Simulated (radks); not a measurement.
The numbers below are computed, except where a source is named.
Ionisation of the terbium ion Tb3+, [Xe] 4f8, to [Xe] 4f7 as the strength of local exchange is varied. Code: a radial shooting solver on a logarithmic mesh with Libxc functionals. Model: scalar-relativistic Kohn-Sham, Slater X-alpha exchange (alpha = 2/3 is LDA exchange), no correlation, spin-polarised, spherical densities, finite nucleus; open shells are filled with parallel spins first (spin-orbit coupling, left out, can overturn this in heavy ions); Fermi nuclear charge, rms radius 5.06 fm.

alpha  E(Tb3+) (hartree)  exchange (hartree)  IE (eV)  -e of the level emptied (eV)  <r> of it (bohr)
0.614        -11673.5024           -221.5559   37.736                   28.416 (4f)            0.8632
0.658        -11689.4521           -237.7706   38.920                   29.501 (4f)            0.8556
0.667        -11692.7173           -241.0928   39.165                   29.726 (4f)            0.8541
0.685        -11699.2506           -247.7426   39.657                   30.178 (4f)            0.8511
0.773        -11731.2457           -280.3603   42.117                   32.450 (4f)            0.8369
0.817        -11747.2771           -296.7358   43.379                   33.621 (4f)            0.8301
0.82         -11748.3710           -297.8539   43.465                   33.701 (4f)            0.8296
0.915        -11783.0644           -333.3674   46.263                   36.311 (4f)            0.8156

NIST Atomic Spectra Database: 39.33 eV (semi-empirical). The Delta-SCF value meets it near alpha = 0.67. Open shells are spherical and high-spin; term and fine-structure splittings are not resolved. Spin-orbit splitting is averaged out at the scalar-relativistic level. No tabulated value is given for the 4+ ions of Nd, Pm and Eu to Yb, where it belongs to another shell than the one emptied here.
